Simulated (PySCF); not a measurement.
# BSBr: from structure and modes to constants

All numbers come from PySCF, PBE0, basis B def2-TZVP, S def2-TZVP, Br def2-TZVP (no relativity, density fitting).

The singlet minimum has C∞v symmetry. Masses (u): B 11.00930, S 31.97207, Br 78.91834.

```xyz
3
charge 0 multiplicity 1, angstrom
B     0.7648    0.0000    0.0000
S     2.3704    0.0000    0.0000
Br   -1.0670    0.0000    0.0000
```

Harmonic wavenumbers (cm⁻¹): 304.5 (π, ×2), 430.0 (σ+, ×1), 1391.6 (σ+, ×1).

Task: Find the principal moments of inertia and the rotational constants. What kind of rotor is it?

Result: About the centre of mass I = 275.94 u Å². With B = 16.8576/I this gives 0.06109 cm⁻¹. The molecule is linear.

Task: What is the harmonic zero-point energy?

Result: Half the sum of all 4 wavenumbers, 2431/2 = 1215 cm⁻¹, which is 14.5 kJ/mol (1 cm⁻¹ = 0.0119627 kJ/mol).

Task: Find the vibrational entropy and heat capacity at 298.15 K.

Result: With u = 1.43878 ω/T, each mode gives S = R[u/(eᵘ−1) − ln(1−e⁻ᵘ)] and C = R u² eᵘ/(eᵘ−1)².
```
  ω (cm⁻¹)      u  S (J/(mol K))  C (J/(mol K))
304.5 (×2)  1.470           5.82           6.97
     430.0  2.075           3.59           5.88
    1391.6  6.715           0.08           0.46
```
The sums over all modes are S = 15.3 and C = 20.3 J/(mol K); the softest mode gives 38 % of the entropy (each member, where degenerate).

Task: Give the standard entropy (298.15 K, 1 bar) by its translational, rotational, vibrational and spin parts, and Cp.

Result: Sackur–Tetrode with M = 121.90 u gives 168.8; rotation with symmetry number 1 gives 75.9; vibration 15.3; spin R ln 1 = 0.0. The total is 260.0 J/(mol K), and Cp = 7/2 R + 20.3 = 49.4 J/(mol K).

Other isomers or separated fragments may lie lower.
